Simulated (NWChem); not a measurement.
Species: BaCl cation; SMILES [Cl][Ba+]

All runs: NWChem. Geometry: optimised at PBE0/def2-SVP. def2 effective core potentials on Ba; no spin-orbit coupling. Vertical excitations in the gas phase; the lowest state need not have the same character in each row.

```
level                           lowest excitation, singlet (eV)  oscillator strength of that lowest state  orbital gap (eV)
------------------------------  -------------------------------  ----------------------------------------  ----------------
PBE/def2-SVP, full TDDFT                                   3.95                                     0.007              3.96
B3LYP/def2-SVP, full TDDFT                                 4.27                                     0.009              5.16
PBE0/def2-SVP, full TDDFT                                  4.65                                     0.011              5.75
CAM-B3LYP/def2-SVP, full TDDFT                              [?]                                       [?]               [?]
```

Q: Complete the blanks.

A: 
- CAM-B3LYP/def2-SVP, full TDDFT, lowest excitation, singlet (eV): 4.76
- CAM-B3LYP/def2-SVP, full TDDFT, oscillator strength of that lowest state: 0.015
- CAM-B3LYP/def2-SVP, full TDDFT, orbital gap (eV): 7.51
